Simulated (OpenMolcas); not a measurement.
A calculation on Pt2+.

* Program: OpenMolcas 26.06
* Method: CASSCF
* Basis: ANO-RCC-VQZP [9s8p6d4f2g1h]
* Scalar Hamiltonian: DKH2, point nucleus
* Active space: 8 electrons in 6 orbitals (5d 6s)
* State averaging: 2S+1 = 3 even, 60 roots; 2S+1 = 5 even, 15 roots kept (CI in the orbitals of an earlier block); 2S+1 = 1 even, 55 roots kept (CI in the orbitals of an earlier block)
* Spin-orbit coupling: RASSI with atomic mean-field integrals over the reference wave functions, term energies averaged over their components

(1) Which level of the active space comes out lowest?

(2) How high does 5d⁷ 6s ⁵F₅ lie?

(3) How high does 5d⁷ 6s ⁵F₁ lie?

(4) How high does 5d⁷ 6s ⁵F₃ lie?

(5) The level at 7188 cm⁻¹ has J = 2. What is it made of, and what is its g factor?

Measured values: NIST levels as listed in McCann et al., Mon. Not. R. Astron. Soc. 538, 537 (2025).

Answers

(1) 5d⁸ ³F₄, with 97 % of that term; it is also the measured ground level.

(2) 18112 cm⁻¹ above the lowest level; measured 21837 cm⁻¹ above the ground level, so the calculation is off by -17 %.

(3) 32377 cm⁻¹ above the lowest level.

(4) 28910 cm⁻¹ above the lowest level.

(5) 45 % 5d⁸ ¹D₂, 31 % 5d⁸ ³P, 23 % 5d⁸ ³F; g = 1.083, against 1.000 from Landé's formula for the pure leading term.

Without dynamic correlation excited terms often stand tens of per cent too high (terms of higher spin than the ground term too low), and those without a measured partner can miss by more than the paired ones. Terms from blocks run as CI alone lack orbitals of their own. A single d shell beside an s shell can misplace configurations of different d count against each other. Measured partners are found by configuration, term and J. A level has none where our copy of the source lacks it or the pairing is in doubt (some pairs that miss far off the trend of their configuration count as doubtful), and it then counts in no deviation. Levels of configurations outside the active space are missing.
